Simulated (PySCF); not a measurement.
1-chloro-4-ethylbenzene, C₈H₉Cl.
Bonds: C1–C2, C2–C3, C3–C4 (aromatic), C4–C5 (aromatic), C5–C6 (aromatic), C6–Cl7, C6–C8 (aromatic), C8–C9 (aromatic), C3–C9 (aromatic). Hydrogens: H10, H11, H12 on C1; H13, H14 on C2; H15 on C4; H16 on C5; H17 on C8; H18 on C9.

Method: PBE0-D3(BJ)/def2-SVP geometry optimisation, gas phase in PySCF 2.14.0.

Problem. What internal coordinates does the optimisation give?

Solution. 
```csv
bond,length (Å)
C1–C2,1.527
C2–C3,1.505
"C3–C4, C3–C9",1.399
"C4–C5, C8–C9",1.392
"C5–C6, C6–C8",1.393
C6–Cl7,1.734
"C1–H10, C1–H11, C1–H12",1.101
"C2–H13, C2–H14",1.102
"C4–H15, C9–H18",1.094
"C5–H16, C8–H17",1.091
```

Bonds in one row agree within 0.01 Å and their mean is given. A selection of angles:
```csv
angle,degrees
C1–C2–C3,112.7
C2–C3–C4,121.0
C4–C3–C9,117.9
C3–C4–C5,121.5
C4–C5–C6,119.2
C5–C6–Cl7,119.7
C5–C6–C8,120.6
```

Dihedral angles: C1–C2–C3–C4 89° (synclinal).

The 6-membered ring C3–C4–C5–C6–C8–C9 has internal angles of 117.9° to 121.5° (sum 720°, against 720° for a flat polygon); it is planar, 0.00 Å rms from its mean plane, widest ring torsion 0°. Of the pairs four or more bonds apart, H14···H18 is among the closest relative to their van der Waals radii: 2.48 Å, 103 % of the sum of Bondi's values. The C–C distances run from 1.392 Å (C4–C5, aromatic) to 1.527 Å (C1–C2, drawn single), a spread of 0.135 Å.

Point group: Cs (tolerance 0.08 Å). No PBE0-D3(BJ)/def2-SVP frequencies stand behind this structure, so it isn't proved a minimum. One conformer, not necessarily the lowest.
